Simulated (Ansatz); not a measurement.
Ansatz (a first-principles code) input (BHLYP/def2-TZVPD):

Ansatz 0.2 input:
```yaml
crystal:
  periodic: [false, false, false]
  atoms:
    - {symbol: C, position_ang: [-0.00000000, -0.00000000, -0.51434260]}
    - {symbol: O, position_ang: [0.00000000, 0.00000000, 0.58709749]}
    - {symbol: H, position_ang: [-0.00000000, -0.00000000, -1.61072432]}
basis:
  gaussian:
    orbitals: def2-TZVPD
hamiltonian:
  xc: {name: BHLYP}
magnetization: {spin_polarized: true, initial_magnetization: 1}
```

Output:

```
Functional definition: BHLYP
integrals: 0.01 GiB planned
487 factors; their error is unknown
mean field: 0.21 GiB planned
mean field evaluation 1: about -3094.2557 eV, gradient 2.5e1 eV
mean field evaluation 2: about -3093.2076 eV, gradient 3.1e1 eV
mean field evaluation 4: about -3096.3805 eV, gradient 9.1e-1 eV
mean field evaluation 8: about -3096.4100 eV, gradient 2.3e-1 eV
mean field evaluation 16: about -3096.4103 eV, gradient 1.1e-5 eV
mean field -3096.41030057 eV, -113.7909797235 hartree, gradient 1.1e-5 eV, S^2 0.755563; 0 other end points of the search recorded, 0 dependent functions left out
reference -3096.41042710 eV, -113.7909843736 hartree; 8, 7 occupied and 78, 79 virtual orbitals, 487 factors
Total energy: -3096.41042710 eV, -113.7909843736 hartree
```

This state (charge 0, doublet) is run at the relaxed geometry of the species with charge 1 and multiplicity 1.
